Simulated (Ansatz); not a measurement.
Start from `BN([SiH3])[SiH2]Cl` and change one atom or group to get `BN[SiH3]`.

Ansatz, PBE0-D4/def2-TZVP geometries, multiplicity 1. Each molecule was computed in one conformer, which needn't be the lowest.

```
                                      property  `BN([SiH3])[SiH2]Cl`
           LUMO energy (B3LYP/def2-TZVPP) / eV                 -1.10
zero-point energy (PBE0-D4/def2-TZVP) / kJ/mol                 191.3
       HOMO–LUMO gap (ωB97M-V/def2-TZVPP) / eV                 12.00
            LUMO energy (PBE0/def2-TZVPP) / eV                 -0.89
         HOMO–LUMO gap (B3LYP/def2-TZVPP) / eV                  7.46
          HOMO–LUMO gap (PBE0/def2-TZVPP) / eV                  7.90
```

Q: Give the same properties after the change, and the shifts. (Best estimate.)

A: Computed: 
```json
{"property": "LUMO energy (B3LYP/def2-TZVPP) / eV", "`BN[SiH3]`": "-0.40", "shift": "0.70"}
{"property": "zero-point energy (PBE0-D4/def2-TZVP) / kJ/mol", "`BN[SiH3]`": "166.5", "shift": "-24.8"}
{"property": "HOMO–LUMO gap (ωB97M-V/def2-TZVPP) / eV", "`BN[SiH3]`": "12.48", "shift": "0.48"}
{"property": "LUMO energy (PBE0/def2-TZVPP) / eV", "`BN[SiH3]`": "-0.17", "shift": "0.72"}
{"property": "HOMO–LUMO gap (B3LYP/def2-TZVPP) / eV", "`BN[SiH3]`": "7.89", "shift": "0.43"}
{"property": "HOMO–LUMO gap (PBE0/def2-TZVPP) / eV", "`BN[SiH3]`": "8.35", "shift": "0.45"}
```

With PBE0 the HOMO rises by 0.27 eV and the LUMO rises by 0.72 eV, so the gap widens by about 0.45 eV. PBE moves the HOMO by 0.27 eV and ωB97M-V by 0.22 eV. The zero-point energy changes by -24.8 kJ/mol with -9 modes.

B3LYP here is the variant with VWN-RPA as its local correlation; programs differ in this.
